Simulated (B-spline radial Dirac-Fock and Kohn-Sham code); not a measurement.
X-ray lines that fill the M3 vacancy in Tm⁺

System: thulium as Tm⁺, configuration [Xe] 4f13 6s1, inside a Watson sphere of charge -1 and radius 1.8 Å (a model of the Madelung potential; inside it an electron's potential energy is raised by 8.0 eV).

Model: one-electron (LDA, Dirac) transition rates at Dirac-Fock energies. Program: an atomic code on a B-spline grid.

| line | multipole | energy (eV) | rate (s⁻¹) | share (%) |
| --- | --- | --- | --- | --- |
| M3-M4 | E1 | 371.1 | 1.38e+11 | 0.440 |
| M3-M5 | E1 | 415.4 | 1.80e+12 | 5.75 |
| M3-N1 | E1 | 1409.2 | 5.20e+12 | 16.6 |
| M3-N2 | E2 | 1498.5 | 1.02e+10 | 0.0327 |
| M3-N3 | E2 | 1545.0 | 8.76e+09 | 0.0280 |
| M3-N4 | E1 | 1692.0 | 2.57e+12 | 8.21 |
| M3-N5 | E1 | 1700.5 | 2.05e+13 | 65.5 |
| M3-O1 | E1 | – | 8.72e+11 | 2.79 |
| M3-N6 | E2 | 1877.6 | 1.75e+10 | 0.0559 |
| M3-N7 | E2 | 1879.1 | 1.02e+11 | 0.327 |
| M3-P1 | E1 | 1879.3 | 5.30e+10 | 0.169 |

The listed lines hold 100.0 % of the radiative rate. A dash stands for an energy that rests on an unreliable hole state. The radiative width is 0.0206 eV in the length form and 0.0202 eV in the velocity form; the two differ because the transition energies are not eigenvalue differences of the potential that gave the orbitals.

Values without a named source are computed, but for edge energies of neutral atoms, which are taken from tables.
